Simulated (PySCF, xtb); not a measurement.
C4H10BN, SMILES CB1CCCN1.

GFN2-xTB (xtb) at its own geometry gives an orbital gap of 5.96 eV and a dipole moment of 1.24 D.

The structure is a stationary point at PBE0-D3(BJ)/def2-SVP. One conformer was computed; it need not be the lowest.

**Question.** What does PBE/def2-TZVP (PySCF) give? (Estimate from the structure and the level; the computed values follow.)

**Answer.** gap 6.04 eV (levels -5.91 and 0.12 eV), dipole 1.11 D.
